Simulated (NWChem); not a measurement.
System: C4H4ClF; SMILES C=C=C(F)CCl

Input file for NWChem:

```
start job
memory heap 200 mb stack 900 mb global 1100 mb
geometry units angstroms
  C      2.469878    -0.104516    -1.411541
  C      1.329291    -0.398410    -0.879912
  C      0.170583    -0.681222    -0.357011
  F     -0.009551    -1.844816     0.325438
  C     -1.043208     0.181117    -0.402466
  Cl    -1.069919     1.316506     0.998906
  H      2.717605    -0.390703    -2.421840
  H      3.222940     0.442847    -0.866324
  H     -1.942070    -0.429548    -0.325841
  H     -1.058381     0.795675    -1.300203
end
basis spherical
  * library def2-svp
end
dft
  xc pbe0
  iterations 150
end
driver
  maxiter 120
end
task dft optimize
task dft freq
```

NWChem printed, in part:

```
             Northwest Computational Chemistry Package (NWChem) 7.3.0
             --------------------------------------------------------

 C1  symmetry detected

                             Geometry "geometry" -> ""
                             -------------------------

 Output coordinates in angstroms (scale by  1.889725989 to convert to a.u.)

  No.       Tag          Charge          X              Y              Z
 ---- ---------------- ---------- -------------- -------------- --------------
    1 C                    6.0000     1.22753027    -2.49071715     0.15095012
    2 C                    6.0000     0.37194185    -1.53373407     0.00231090
    3 C                    6.0000    -0.47937986    -0.56227972    -0.16364123
    4 F                    9.0000    -1.73669265    -0.65562862     0.34879065
    5 C                    6.0000    -0.21378730     0.72204483    -0.87000824
    6 Cl                  17.0000     0.44680934     1.95174198     0.27241118
    7 H                    1.0000     1.31425938    -3.29301289    -0.56513321
    8 H                    1.0000     1.89410495    -2.52587688     0.99854213
    9 H                    1.0000    -1.14157479     1.13231324    -1.26702994
   10 H                    1.0000     0.52985567     0.59573711    -1.65415425

 Effective nuclear repulsion energy (a.u.)     259.6431746655

                                Z-matrix (autoz)
                                --------

 Units are Angstrom for bonds and degrees for angles

      Type          Name      I     J     K     L     M      Value
      ----------- --------  ----- ----- ----- ----- ----- ----------
    1 Stretch                  1     2                       1.29226
    2 Stretch                  1     7                       1.07888
    3 Stretch                  1     8                       1.07887
    4 Stretch                  2     3                       1.30231
    5 Stretch                  3     4                       1.36093
    6 Stretch                  3     5                       1.48963
    7 Stretch                  5     6                       1.80379
    8 Stretch                  5     9                       1.08937
    9 Stretch                  5    10                       1.08805
   10 Bend                     1     3     4               120.74166
   11 Bend                     1     3     5               125.52372
   12 Bend                     2     1     7               121.84218
   13 Bend                     2     1     8               121.57158
   14 Bend                     2     3     4               120.31692
   15 Bend                     2     3     5               125.94542
   16 Bend                     3     1     7               121.67776
   17 Bend                     3     1     8               121.73292
   18 Bend                     3     5     6               110.65521
   19 Bend                     3     5     9               110.22301
   20 Bend                     3     5    10               111.31633
   21 Bend                     4     3     5               113.72865
   22 Bend                     6     5     9               106.61746
   23 Bend                     6     5    10               106.57568
   24 Bend                     7     1     8               116.58608
   25 Bend                     9     5    10               111.29388
   26 Torsion                  2     3     5     6         -88.58996
   27 Torsion                  2     3     5     9         153.72724
   28 Torsion                  2     3     5    10          29.72829
   29 Torsion                  4     3     1     7          90.37123
   30 Torsion                  4     3     1     8         -90.30566
   31 Torsion                  1     2     4     3        -179.34916
   32 Torsion                  4     3     5     6          90.31337
   33 Torsion                  4     3     5     9         -27.36943
   34 Torsion                  4     3     5    10        -151.36838
   35 Torsion                  5     3     1     7         -90.57535
   36 Torsion                  5     3     1     8          88.74776
   37 Torsion                  1     2     5     3         179.31691
   38 Torsion                  1     7     2     3         178.09395
   39 Torsion                  1     8     2     3        -178.05603

                           NWChem Geometry Optimization
                           ----------------------------

 maximum gradient threshold         (gmax) =   0.000450
 rms gradient threshold             (grms) =   0.000300
 maximum cartesian step threshold   (xmax) =   0.001800
 rms cartesian step threshold       (xrms) =   0.001200
 fixed trust radius                (trust) =   0.300000
 source of zmatrix                         =   autoz

          -------------------
          Energy Minimization
          -------------------

 Using diagonal initial Hessian
 Scaling for Hessian diagonals: bonds = 1.00  angles = 0.25  torsions = 0.10

          --------
          Step   0

                                 NWChem DFT Module
                                 -----------------

 Summary of "ao basis" -> "ao basis" (spherical)
 ------------------------------------------------------------------------------
       Tag                 Description            Shells   Functions and Types
 ---------------- ------------------------------  ------  ---------------------
 C                          def2-svp                 6       14   3s2p1d
 F                          def2-svp                 6       14   3s2p1d
 Cl                         def2-svp                 8       18   4s3p1d
 H                          def2-svp                 3        5   2s1p

            General Information
            -------------------
          SCF calculation type: DFT
          Wavefunction type:  closed shell.
          No. of atoms     :    10
          No. of electrons :    54
           Alpha electrons :    27
            Beta electrons :    27
          Charge           :     0
          Spin multiplicity:     1
          Use of symmetry is: off; symmetry adaption is: off
          Maximum number of iterations: 150
          AO basis - number of functions:   108
                     number of shells:    50
          Convergence on energy requested:  1.00D-06
          Convergence on density requested:  1.00D-05
          Convergence on gradient requested:  5.00D-04

              XC Information
              --------------
                         PBE0 Method XC Functional
                     Hartree-Fock (Exact) Exchange  0.250
          PerdewBurkeErnzerhof Exchange Functional  0.750
            Perdew 1991 LDA Correlation Functional  1.000 local
           PerdewBurkeErnz. Correlation Functional  1.000 non-local

             Grid Information
             ----------------
          Grid used for XC integration:  medium
          Radial quadrature: Mura-Knowles
          Angular quadrature: Lebedev.
          Tag              B.-S. Rad. Rad. Pts. Rad. Cut. Ang. Pts.
          ---              ---------- --------- --------- ---------
          C                   0.70       49          11.0       434
          F                   0.50       49          11.0       434
          Cl                  1.00       88          13.0       590
          H                   0.35       45          12.0       434
          Grid pruning is: on
          Number of quadrature shells:   513
          Spatial weights used:  Erf1

      Superposition of Atomic Density Guess
      -------------------------------------

 Sum of atomic energies:        -711.11238872

      Non-variational initial energy
      ------------------------------

 Total energy =    -713.990047
 1-e energy   =   -1493.836759
 2-e energy   =     520.203537
 HOMO         =      -0.266219
 LUMO         =      -0.016777

[...]

      ----------------------
      Optimization converged
      ----------------------

  Step       Energy      Delta E   Gmax     Grms     Xrms     Xmax
  ---- ---------------- -------- -------- -------- -------- --------
@   12    -714.02944427 -7.1D-08  0.00002  0.00001  0.00043  0.00130
                                     ok       ok       ok       ok

                                Z-matrix (autoz)
                                --------

 Units are Angstrom for bonds and degrees for angles

      Type          Name      I     J     K     L     M      Value     Gradient
      ----------- --------  ----- ----- ----- ----- ----- ---------- ----------
    1 Stretch                  1     2                       1.30636    0.00002
    2 Stretch                  1     7                       1.09660    0.00002
    3 Stretch                  1     8                       1.09665    0.00001
    4 Stretch                  2     3                       1.31345   -0.00000
    5 Stretch                  3     4                       1.33817   -0.00001
    6 Stretch                  3     5                       1.48476   -0.00002
    7 Stretch                  5     6                       1.79387   -0.00002
    8 Stretch                  5     9                       1.09993    0.00000
    9 Stretch                  5    10                       1.09628   -0.00000
   10 Bend                     1     3     4               122.25858    0.00000
   11 Bend                     1     3     5               123.96139   -0.00000
   12 Bend                     2     1     7               121.52871   -0.00001
   13 Bend                     2     1     8               121.32587    0.00000
   14 Bend                     2     3     4               121.46058   -0.00000
   15 Bend                     2     3     5               124.76007   -0.00000
   16 Bend                     3     1     7               121.47774   -0.00001
   17 Bend                     3     1     8               121.37525    0.00000
   18 Bend                     3     5     6               111.90038    0.00000
   19 Bend                     3     5     9               110.13211   -0.00001
   20 Bend                     3     5    10               110.50359   -0.00000
   21 Bend                     4     3     5               113.77151    0.00000
   22 Bend                     6     5     9               106.58565    0.00000
   23 Bend                     6     5    10               108.10393   -0.00000
   24 Bend                     7     1     8               117.14441    0.00001
   25 Bend                     9     5    10               109.50468    0.00000
   26 Torsion                  2     3     5     6        -115.98067   -0.00000
   27 Torsion                  2     3     5     9         125.65745   -0.00000
   28 Torsion                  2     3     5    10           4.54302   -0.00000
   29 Torsion                  4     3     1     7          90.82634   -0.00000
   30 Torsion                  4     3     1     8         -89.77770   -0.00000
   31 Torsion                  1     2     4     3        -179.81939   -0.00000
   32 Torsion                  4     3     5     6          65.02902    0.00000
   33 Torsion                  4     3     5     9         -53.33287    0.00000
   34 Torsion                  4     3     5    10        -174.44729    0.00000
   35 Torsion                  5     3     1     7         -88.04555    0.00000
   36 Torsion                  5     3     1     8          91.35041    0.00000
   37 Torsion                  1     2     5     3         179.89447    0.00000
   38 Torsion                  1     7     2     3         176.42251   -0.00000
   39 Torsion                  1     8     2     3        -176.41025    0.00000

                         Geometry "geometry" -> "geometry"
                         ---------------------------------

 Output coordinates in angstroms (scale by  1.889725989 to convert to a.u.)

[...]

 Rotational Constants
 --------------------
 A=   0.183847 cm-1  (  0.264509 K)
 B=   0.051680 cm-1  (  0.074354 K)
 C=   0.044284 cm-1  (  0.063714 K)

 Temperature                      =   298.15K
 frequency scaling parameter      =   1.0000

 Zero-Point correction to Energy  =   42.948 kcal/mol  (  0.068442 au)
 Thermal correction to Energy     =   46.992 kcal/mol  (  0.074886 au)
 Thermal correction to Enthalpy   =   47.584 kcal/mol  (  0.075830 au)

 Total Entropy                    =   81.403 cal/mol-K
   - Translational                =   39.874 cal/mol-K (mol. weight = 105.9985)
   - Rotational                   =   27.729 cal/mol-K (symmetry #  =        1)
   - Vibrational                  =   13.801 cal/mol-K

 Cv (constant volume heat capacity) =   21.501 cal/mol-K
   - Translational                  =    2.979 cal/mol-K
   - Rotational                     =    2.979 cal/mol-K
   - Vibrational                    =   15.542 cal/mol-K

[normal modes left out]

 ----------------------------------------------------------------------------
 Normal Eigenvalue ||           Projected Infra Red Intensities
  Mode   [cm**-1]  || [atomic units] [(debye/angs)**2] [(KM/mol)] [arbitrary]
 ------ ---------- || -------------- ----------------- ---------- -----------
    1       -0.000 ||    0.000436           0.010         0.425       0.279
    2       -0.000 ||    0.000144           0.003         0.140       0.092
    3       -0.000 ||    0.001328           0.031         1.295       0.850
    4       -0.000 ||    0.000387           0.009         0.378       0.248
    5        0.000 ||    0.000676           0.016         0.659       0.433
    6        0.000 ||    0.000296           0.007         0.288       0.189
    7       68.734 ||    0.000890           0.021         0.868       0.570
    8      168.769 ||    0.000785           0.018         0.766       0.503
    9      178.552 ||    0.001732           0.040         1.688       1.109
   10      284.646 ||    0.004655           0.107         4.537       2.980
   11      393.822 ||    0.002941           0.068         2.867       1.883
   12      523.288 ||    0.006400           0.148         6.239       4.097
   13      627.166 ||    0.027838           0.642        27.138      17.820
   14      646.552 ||    0.005409           0.125         5.273       3.462
   15      761.585 ||    0.044570           1.028        43.449      28.531
   16      821.137 ||    0.023755           0.548        23.158      15.207
   17      910.265 ||    0.000323           0.007         0.315       0.207
   18      926.595 ||    0.040716           0.939        39.692      26.064
   19      997.558 ||    0.000281           0.006         0.274       0.180
   20     1149.691 ||    0.015556           0.359        15.164       9.958
   21     1241.171 ||    0.027482           0.634        26.791      17.592
   22     1310.771 ||    0.153864           3.550       149.995      98.495
   23     1334.329 ||    0.024541           0.566        23.924      15.710
   24     1436.773 ||    0.022678           0.523        22.108      14.517
   25     1490.609 ||    0.043236           0.997        42.148      27.677
   26     2116.427 ||    0.009054           0.209         8.826       5.796
   27     3107.403 ||    0.005762           0.133         5.617       3.689
   28     3136.568 ||    0.002105           0.049         2.052       1.348
   29     3196.858 ||    0.000766           0.018         0.747       0.490
   30     3227.553 ||    0.000042           0.001         0.041       0.027
 ----------------------------------------------------------------------------
```

Level: PBE0/def2-SVP.
